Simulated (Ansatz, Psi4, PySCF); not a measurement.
CH₃S (SMILES [CH2]S), doublet, geometry from GFN2-xTB, atoms displaced at random by about 0.03 Å a coordinate. Base run: HF/def2-SVP, gradient run with PySCF.

Input for PySCF:
```python
from pyscf import gto, scf

mol = gto.M(
    atom='''
C     0.14525623    1.14677064   -0.13599311
S    -0.08990176   -0.58038300    0.18365813
H     0.74278569   -0.95897363   -0.76538667
H    -0.54889248    1.71464368    0.49642448
H     0.42701272    1.50425797   -1.08172129
''',
    basis='def2-svp',
    spin=1,
    verbose=4,
)

mf = scf.UHF(mol)
mf.kernel()
g = mf.nuc_grad_method()
grad = g.kernel()
```

Programs used: Ansatz (a program for electronic structure), Psi4, PySCF; a row that names a program was run with it.

The coordinate followed is y of atom 4.

The base run was repeated with changes; each row names its change, and settings that it needs were set with it.

```csv
change,dE/dx (Eh/bohr),net force (Eh/bohr)
base,-0.004029,0.000000
density fitting = on,-0.004036,0.000000
finite difference step (bohr) = 0.2; conv_tol = 1e-11,-0.004196,-
density fitting = on; auxbasis_response = off,-0.004040,0.000343
finite difference step (bohr) = 0.05; conv_tol = 1e-11,-0.004040,-
finite difference step (bohr) = 0.01; conv_tol = 1e-11,-0.004029,-
finite difference step (bohr) = 1e-5; conv_tol = 1e-11,-0.004029,-
conv_tol = 1e-11,-0.004029,0.000000
code = psi4,-0.004036,0.000000
conv_tol = 1e-6,-0.004029,0.000000
code = ansatz,-0.004029,0.000000
finite difference step (bohr) = 1e-3; conv_tol = 1e-11,-0.004029,-
```

The net force is zero for an exact gradient.

Open shells are given as the SCF converged; they aren't shown to be the lowest states, and a large step between rows can be another state.
